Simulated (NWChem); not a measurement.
System: Mg cation, doublet

NWChem input:

```
start job
memory heap 200 mb stack 900 mb global 1100 mb
charge 1
geometry units angstroms noautoz
  Mg     0.000000     0.000000     0.000000
end
basis spherical
  Mg library def2-svp
end
dft
  odft
  mult 2
  xc m06-2x
  iterations 150
  mulliken
end
task dft gradient
```

Output (shortened):

```
             Northwest Computational Chemistry Package (NWChem) 7.3.0
             --------------------------------------------------------

                             Geometry "geometry" -> ""
                             -------------------------

 Output coordinates in angstroms (scale by  1.889725989 to convert to a.u.)

  No.       Tag          Charge          X              Y              Z
 ---- ---------------- ---------- -------------- -------------- --------------
    1 Mg                  12.0000     0.00000000     0.00000000     0.00000000

 Effective nuclear repulsion energy (a.u.)       0.0000000000

                                 NWChem DFT Module
                                 -----------------

 Summary of "ao basis" -> "ao basis" (spherical)
 ------------------------------------------------------------------------------
       Tag                 Description            Shells   Functions and Types
 ---------------- ------------------------------  ------  ---------------------
 Mg                         def2-svp                 8       18   4s3p1d

            General Information
            -------------------
          SCF calculation type: DFT
          Wavefunction type:  spin polarized.
          No. of atoms     :     1
          No. of electrons :    11
           Alpha electrons :     6
            Beta electrons :     5
          Charge           :     1
          Spin multiplicity:     2
          Use of symmetry is: off; symmetry adaption is: off
          Maximum number of iterations: 150
          AO basis - number of functions:    18
                     number of shells:     8
          Convergence on energy requested:  1.00D-06
          Convergence on density requested:  1.00D-05
          Convergence on gradient requested:  5.00D-04

              XC Information
              --------------
                       M06-2X Method XC Functional
                     Hartree-Fock (Exact) Exchange  0.540
                        M06-2X Exchange Functional  1.000
                      M06-2X Correlation Potential  1.000

             Grid Information
             ----------------
          Grid used for XC integration:  medium
          Radial quadrature: Mura-Knowles
          Angular quadrature: Lebedev.
          Tag              B.-S. Rad. Rad. Pts. Rad. Cut. Ang. Pts.
          ---              ---------- --------- --------- ---------
          Mg                  1.50       88           8.0       590
          Grid pruning is: on
          Number of quadrature shells:    88
          Spatial weights used:  Erf1

      Superposition of Atomic Density Guess
      -------------------------------------

 Sum of atomic energies:        -199.53481071

 Renormalizing density from      12.00 to     11

      Non-variational initial energy
      ------------------------------

 Total energy =    -188.992255
 1-e energy   =    -255.931049
 2-e energy   =      66.938794
 HOMO         =      -0.607988
 LUMO         =      -0.239194

     ---------------------------------------------
      Total Density - Mulliken Population Analysis
     ---------------------------------------------

    Atom       Charge   Shell Charges
 -----------   ------   -------------------------------------------------------
    1 Mg  12    11.00   2.00  2.01  1.04 -0.05  6.08 -0.09  0.01  0.00

     --------------------------------------------
      Spin Density - Mulliken Population Analysis
     --------------------------------------------

    Atom       Charge   Shell Charges
 -----------   ------   -------------------------------------------------------
    1 Mg  12     1.00   0.00 -0.00  1.06 -0.05  0.00  0.00  0.00 -0.00

   convergence    iter        energy       DeltaE   RMS-Dens  Diis-err
 ---------------- ----- ----------------- --------- --------- ---------
 d= 0,ls=0.0,diis     1   -199.6580136639 -2.00D+02  1.25D-02  9.48D-02
                                                     1.17D-02  1.28D-01
 d= 0,ls=0.0,diis     2   -199.6999280039 -4.19D-02  1.79D-03  9.15D-04
                                                     2.84D-04  1.07D-04
 d= 0,ls=0.0,diis     3   -199.7001313336 -2.03D-04  3.04D-04  1.75D-06
                                                     1.35D-04  1.31D-05
 d= 0,ls=0.0,diis     4   -199.7001351723 -3.84D-06  2.88D-05  2.95D-08
                                                     4.82D-06  1.86D-08
 d= 0,ls=0.0,diis     5   -199.7001351866 -1.42D-08  5.31D-06  9.87D-11
                                                     3.81D-07  1.15D-10

         Total DFT energy =     -199.700135186593
      One electron energy =     -275.292161321539
           Coulomb energy =       91.811959659213
    Exchange-Corr. energy =      -16.219933524267
 Nuclear repulsion energy =        0.000000000000

 Numeric. integr. density =       11.000000000278

                    DFT Final Alpha Molecular Orbital Analysis
                    ------------------------------------------

 Vector    4  Occ=1.000000D+00  E=-2.358905D+00
              MO Center= -2.4D-16, -7.0D-17, -5.2D-17, r^2= 1.7D-01
   Bfn.  Coefficient  Atom+Function         Bfn.  Coefficient  Atom+Function
  ----- ------------  ---------------      ----- ------------  ---------------
     5      0.935748  1 Mg px                 6      0.302168  1 Mg py
     7      0.160730  1 Mg pz

 Vector    5  Occ=1.000000D+00  E=-2.358905D+00
              MO Center= -8.7D-18, -5.8D-17, -1.7D-18, r^2= 1.7D-01
   Bfn.  Coefficient  Atom+Function         Bfn.  Coefficient  Atom+Function
  ----- ------------  ---------------      ----- ------------  ---------------
     6      0.912991  1 Mg py                 5     -0.332665  1 Mg px
     7      0.220331  1 Mg pz

 Vector    6  Occ=1.000000D+00  E=-5.002122D-01
              MO Center=  2.5D-16,  3.5D-16,  1.3D-16, r^2= 2.6D+00
   Bfn.  Coefficient  Atom+Function         Bfn.  Coefficient  Atom+Function
  ----- ------------  ---------------      ----- ------------  ---------------
     3      1.109832  1 Mg s                  2      0.404583  1 Mg s
     1     -0.062720  1 Mg s                  4     -0.048594  1 Mg s

 Vector    7  Occ=0.000000D+00  E=-2.271603D-01
              MO Center=  1.8D-15, -7.8D-16, -1.3D-16, r^2= 4.3D+00
   Bfn.  Coefficient  Atom+Function         Bfn.  Coefficient  Atom+Function
  ----- ------------  ---------------      ----- ------------  ---------------
    11      0.486504  1 Mg px                12      0.391399  1 Mg py
     8      0.346315  1 Mg px                 9      0.278616  1 Mg py
    13      0.209756  1 Mg pz                 5      0.158902  1 Mg px
    10      0.149314  1 Mg pz                 6      0.127839  1 Mg py
     7      0.068510  1 Mg pz

 Vector    8  Occ=0.000000D+00  E=-2.271603D-01
              MO Center= -1.9D-16, -7.8D-16,  2.1D-16, r^2= 4.3D+00
   Bfn.  Coefficient  Atom+Function         Bfn.  Coefficient  Atom+Function
  ----- ------------  ---------------      ----- ------------  ---------------
    13      0.623816  1 Mg pz                10      0.444061  1 Mg pz
     7      0.203751  1 Mg pz                11     -0.181172  1 Mg px
     8     -0.128967  1 Mg px                12     -0.109117  1 Mg py
     9     -0.077674  1 Mg py                 5     -0.059174  1 Mg px
     6     -0.035640  1 Mg py

 Vector    9  Occ=0.000000D+00  E=-2.271603D-01
              MO Center=  1.0D-15,  3.4D-16, -2.7D-16, r^2= 4.3D+00
   Bfn.  Coefficient  Atom+Function         Bfn.  Coefficient  Atom+Function
  ----- ------------  ---------------      ----- ------------  ---------------
    12      0.518437  1 Mg py                11     -0.405423  1 Mg px
     9      0.369047  1 Mg py                 8     -0.288598  1 Mg px
     6      0.169332  1 Mg py                 5     -0.132419  1 Mg px
    13     -0.027061  1 Mg pz

                     DFT Final Beta Molecular Orbital Analysis
                     -----------------------------------------

 Vector    3  Occ=1.000000D+00  E=-2.357163D+00
              MO Center= -8.0D-18, -1.1D-16,  1.7D-17, r^2= 1.7D-01
   Bfn.  Coefficient  Atom+Function         Bfn.  Coefficient  Atom+Function
  ----- ------------  ---------------      ----- ------------  ---------------
     6      0.948584  1 Mg py                 7     -0.297331  1 Mg pz
     5      0.064112  1 Mg px

 Vector    4  Occ=1.000000D+00  E=-2.357163D+00
              MO Center= -2.9D-18, -1.3D-17, -7.9D-17, r^2= 1.7D-01
   Bfn.  Coefficient  Atom+Function         Bfn.  Coefficient  Atom+Function
  ----- ------------  ---------------      ----- ------------  ---------------
     7      0.919535  1 Mg pz                 6      0.303986  1 Mg py
     5     -0.233185  1 Mg px

 Vector    5  Occ=1.000000D+00  E=-2.357163D+00
              MO Center= -2.9D-16, -9.6D-18, -6.2D-17, r^2= 1.7D-01
   Bfn.  Coefficient  Atom+Function         Bfn.  Coefficient  Atom+Function
  ----- ------------  ---------------      ----- ------------  ---------------
     5      0.966355  1 Mg px                 7      0.241613  1 Mg pz

 Vector    6  Occ=0.000000D+00  E=-1.644652D-01
              MO Center= -6.2D-15,  4.8D-16,  1.0D-15, r^2= 2.4D+00
   Bfn.  Coefficient  Atom+Function         Bfn.  Coefficient  Atom+Function
  ----- ------------  ---------------      ----- ------------  ---------------
     3      1.463572  1 Mg s                  4     -0.481778  1 Mg s
     2      0.452958  1 Mg s                  1     -0.069761  1 Mg s

 Vector    7  Occ=0.000000D+00  E= 1.120184D-02
              MO Center= -2.4D-15, -2.5D-15,  3.5D-15, r^2= 2.7D+00
   Bfn.  Coefficient  Atom+Function         Bfn.  Coefficient  Atom+Function
  ----- ------------  ---------------      ----- ------------  ---------------
    10      0.786545  1 Mg pz                13      0.291258  1 Mg pz
     7      0.282283  1 Mg pz                 8     -0.231399  1 Mg px
    11     -0.085687  1 Mg px                 5     -0.083047  1 Mg px
     9     -0.044885  1 Mg py

 Vector    8  Occ=0.000000D+00  E= 1.120184D-02
              MO Center=  9.0D-15, -7.9D-15,  3.6D-15, r^2= 2.7D+00
   Bfn.  Coefficient  Atom+Function         Bfn.  Coefficient  Atom+Function
  ----- ------------  ---------------      ----- ------------  ---------------
     8      0.723248  1 Mg px                 9     -0.337149  1 Mg py
    11      0.267819  1 Mg px                 5      0.259566  1 Mg px
    10      0.193538  1 Mg pz                12     -0.124846  1 Mg py
     6     -0.120999  1 Mg py                13      0.071667  1 Mg pz
     7      0.069459  1 Mg pz

     ---------------------------------------------
      Total Density - Mulliken Population Analysis
     ---------------------------------------------

    Atom       Charge   Shell Charges
 -----------   ------   -------------------------------------------------------
    1 Mg  12    11.00   2.00  1.99  1.06 -0.05  5.98  0.02  0.00  0.00

     --------------------------------------------
      Spin Density - Mulliken Population Analysis
     --------------------------------------------

    Atom       Charge   Shell Charges
 -----------   ------   -------------------------------------------------------
    1 Mg  12     1.00   0.00  0.01  1.03 -0.04  0.00 -0.00  0.00  0.00

     -------------------------------------------
      Total Density - Lowdin Population Analysis
     -------------------------------------------

    Atom       Charge   Shell Charges
 -----------   ------   -------------------------------------------------------
    1 Mg  12    11.00   2.00  1.96  0.81  0.23  5.82  0.17  0.00  0.00

     ------------------------------------------
      Spin Density - Lowdin Population Analysis
     ------------------------------------------

    Atom       Charge   Shell Charges
 -----------   ------   -------------------------------------------------------
    1 Mg  12     1.00   0.00  0.04  0.73  0.23  0.00 -0.00  0.00  0.00

   alpha - beta orbital overlaps
   -----------------------------

   alpha      1      2      3      4      5      6      7      8      9     10
    beta      1      2      4      5      3      6      9      7      8     10
 overlap   1.000  1.000  0.827  0.953  0.785  0.975  0.836  0.951  0.837  0.975

   alpha     11     12     13     14     15     16     17     18
    beta     14     15     16     18     17     11     13     12
 overlap   0.967  0.832  0.859  0.806  0.692  0.728  0.874  0.669

     --------------------------
     Expectation value of S2:
     --------------------------
      <S2> =      0.7500 (Exact =     0.7500)

            General Information
            -------------------
          SCF calculation type: DFT
          Wavefunction type:  spin polarized.
          No. of atoms     :     1
          No. of electrons :    11
           Alpha electrons :     6
            Beta electrons :     5
          Charge           :     1
          Spin multiplicity:     2
          Use of symmetry is: off; symmetry adaption is: off
          Maximum number of iterations: 150
          AO basis - number of functions:    18
                     number of shells:     8
          Convergence on energy requested:  1.00D-06
          Convergence on density requested:  1.00D-05
          Convergence on gradient requested:  5.00D-04

              XC Information
              --------------
                       M06-2X Method XC Functional
                     Hartree-Fock (Exact) Exchange  0.540
                        M06-2X Exchange Functional  1.000
                      M06-2X Correlation Potential  1.000

             Grid Information
             ----------------
          Grid used for XC integration:  medium
          Radial quadrature: Mura-Knowles
          Angular quadrature: Lebedev.
          Tag              B.-S. Rad. Rad. Pts. Rad. Cut. Ang. Pts.
          ---              ---------- --------- --------- ---------
          Mg                  1.50       88           8.0       590
          Grid pruning is: on
          Number of quadrature shells:    88
          Spatial weights used:  Erf1

          Convergence Information
          -----------------------
          Convergence aids based upon iterative change in
          total energy or number of iterations.
          Levelshifting, if invoked, occurs when the
          HOMO/LUMO gap drops below (HL_TOL):  1.00D-02
          DIIS, if invoked, will attempt to extrapolate
          using up to (NFOCK): 10 stored Fock matrices.

                    Damping( 0%)  Levelshifting(0.5)       DIIS
                  --------------- ------------------- ---------------
          dE  on:    start            ASAP                start
          dE off:    2 iters        150 iters           150 iters

                            NWChem DFT Gradient Module
                            --------------------------

  charge          =   1.00
  wavefunction    = open shell

                         DFT ENERGY GRADIENTS

    atom               coordinates                        gradient
                 x          y          z           x          y          z
   1 Mg      0.000000   0.000000   0.000000   -0.000000  -0.000000  -0.000000
```

Level: M06-2X/def2-SVP, spin-unrestricted. No stability test was run on the SCF state.
